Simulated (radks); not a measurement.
Question: All-electron atom: As3+ in [Ne] 3s2 3p5.5 3d10 4s2 5s0.5 (fractional occupations, a model configuration). Method: scalar-relativistic Kohn-Sham, BLYP, spin-polarised, spherical densities, finite nucleus; open shells are filled with parallel spins first; Fermi nuclear charge, rms radius 4.0968 fm; computed with a radial shooting solver on a logarithmic mesh with Libxc functionals. Some entries of the table are withheld. Estimate them.

orbital,occ.,eigenvalue (hartree),<r> (bohr)
1s up,1,-432.5678,0.04549
1s down,1,-432.5538,0.04549
2s up,1,-56.33655,0.2027
2s down,1,-56.32692,0.2027
2p up,3,-49.63064,0.1771
2p down,3,-49.61596,0.1771
3s up,1,-8.61638,0.5955
3s down,1,-8.58294,0.5959
3p up,3,-6.53420,0.6124
3p down,2.5,-6.50160,0.6131
3d up,5,(1),0.6573
3d down,5,(2),0.6589
4s up,1,-1.78643,1.689
4s down,1,-1.78036,1.691
4p up,0,-1.33815,1.939
4p down,0,-1.33258,1.937
4d up,0,(3),2.751
4d down,0,(4),2.714
5s up,0.5,-0.71013,3.723

Answer: 
(1) 3d up eigenvalue (hartree): -3.09784
(2) 3d down eigenvalue (hartree): -3.07044
(3) 4d up eigenvalue (hartree): -0.75014
(4) 4d down eigenvalue (hartree): -0.74026
